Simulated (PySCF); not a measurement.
**Excitation energy of Br by level of theory**

Br [Ar] 3d10 4s2 4p5 (2P) → Br [Ar] 3d10 4s1 4p6 (2S), as a difference of total energies. Calculation: PySCF 2.14, in ANO-RCC-VTZP (6s5p3d1f, 43 functions); the spin-free X2C one-electron Hamiltonian (Gaussian nucleus). Correlated levels: valence and next inner shell: [Ne] frozen. The calculations carry no spin-orbit coupling.

| method | excitation energy (eV) |
| --- | --- |
| UHF | 15.124 |
| MP2 (valence and next inner shell) | 13.080 |
| SCS-MP2 (valence and next inner shell) | 12.842 |
| CCSD (valence and next inner shell) | 11.872 |
| CCSD(T) (valence and next inner shell) | 11.013 |

Task: How much does correlation contribute at CCSD(T) (valence and next inner shell)?

Result: 11.013 − (15.124) = -4.111 eV, measured against UHF.

The upper state lies above the first ionisation limit, where it may autoionise and the basis confines it.

The coupled-cluster amplitudes are large for the upper state (T1 above 0.03 or a double amplitude above 0.15), so a single reference is strained.
